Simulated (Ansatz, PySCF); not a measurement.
Lewis adduct: GaH2I (SMILES [GaH2][I]) (first 4 atoms) with H2O (SMILES O); geometry from B3LYP-D3(BJ)/def2-TZVP, rigid monomers moved along the line of their centres of mass till Ga1···O5 is 2.46 Å.
(charge 0, multiplicity 1):
```xyz
7

Ga    -0.0273    -1.2065     1.5089
I     -0.1618     1.0681     0.2849
H      1.3965    -1.8371     1.4839
H     -1.4106    -1.9196     1.6619
O      0.0089    -0.2611     3.7757
H      0.1734     0.6676     3.5437
H     -0.8625    -0.2871     4.1932
```

Counterpoise-corrected where a basis set is named; no monomer relaxation.

Cores are frozen in the correlated methods. Filled d and f shells under p-block atoms count as core. CBS(a, b) extrapolates the correlation energy as X⁻³ and adds the Hartree–Fock energy of set b.

Codes used: Ansatz (an electronic-structure program); PySCF for the dispersion terms. Values without a source in brackets are computed. In def2 rows elements past Kr take small-core potentials, without spin–orbit coupling.

PBE/def2-TZVPPD gives -619.4 meV for the interaction energy.

**Question.** Predict the shift from PBE, with its sign, for: PBE-D3(BJ)/def2-TZVPPD, r2SCAN/def2-TZVPPD, PBE0/def2-TZVPPD, wB97M-V/def2-TZVPPD, MP2/CBS(def2-SVPD, def2-TZVPPD), CCSD(T)/CBS(def2-SVPD, def2-TZVPPD).

**Answer.** PBE-D3(BJ)/def2-TZVPPD -53.4; r2SCAN/def2-TZVPPD -107.7; PBE0/def2-TZVPPD -36.0; wB97M-V/def2-TZVPPD -103.8; MP2/CBS(def2-SVPD, def2-TZVPPD) -68.8; CCSD(T)/CBS(def2-SVPD, def2-TZVPPD) -49.8 meV. 0 of 6 lie above PBE; the widest gap is to r2SCAN/def2-TZVPPD.
